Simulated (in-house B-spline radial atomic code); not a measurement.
## PBEsol excitations of Te⁶⁺

Method: PBEsol. Computed with an all-electron radial atomic-structure program (B-spline basis): linear response of the closed shell [Kr] 4d10 with the functional's adiabatic kernel; scalar-relativistic (spin-free one-electron X2C), finite nucleus, no spin-orbit coupling, no double excitations, S, P, D and F terms only; shells from n = 2 respond. Only terms of natural parity with L up to 3 were computed.

Command:
```bash
python run_td.py task.json out
```
Settings (radii: box in bohr, nucleus in fm):
```
Z                        52
electrons                46
configuration            [Kr] 4d10
hamiltonian              x2c
method                   pbesol
box_radius               14.35
rms_radius               4.7423
intervals                70
```

Cost of the run: 1.6 s on 1 thread of Intel(R) Xeon(R) Platinum 8375C CPU @ 2.90GHz (Ice Lake) (shared host).

The lowest states, in the order of their Tamm-Dancoff energies; the method's threshold (minus the highest occupied level) is 113.64 eV. Labels give the largest channel, * marks a mixed state, and oscillator strengths are full-response dipole values. Semilocal kernels can invert the small singlet-triplet splittings of Rydberg terms. Energies in eV:

| state | full response | Tamm-Dancoff | oscillator strength |
| --- | --- | --- | --- |
| 4d → 5s 3D | ? | ? | - |
| 4d → 5s 1D | 36.91 | 36.93 | - |
| 4d → 5p 3P | 49.20 | 49.23 | - |
| 4d → 5p 3F | 49.44 | 49.45 | - |
| 4d → 5p 1F | 49.93 | 49.94 | - |
| 4d → 5p 1P | 51.01 | 51.08 | 0.957 |
| 4d → 4f 3P | 67.44 | 67.48 | - |
| 4d → 5d 3S | 67.69 | 67.72 | - |
| 4d → 4f 3F | 68.39 | 68.41 | - |
| 4d → 5d 3D | ? | ? | - |

(1) Where does 4d → 5s 3D lie?

(2) Where does 4d → 5d 3D lie?

(3) How large is the singlet-triplet splitting of 4d → 5s (D terms) in Tamm-Dancoff?

(4) What polarisabilities and dispersion coefficient does the method give?

## Answers

(1) At 36.08 eV in full response, 36.10 eV in Tamm-Dancoff.

(2) At 68.50 eV in full response, 68.51 eV in Tamm-Dancoff.

(3) 0.825 eV, from the unrounded values.

(4) Dipole 1.349 bohr³, quadrupole 1.926 bohr⁵, C6 4.162 hartree·bohr⁶ for two such species.
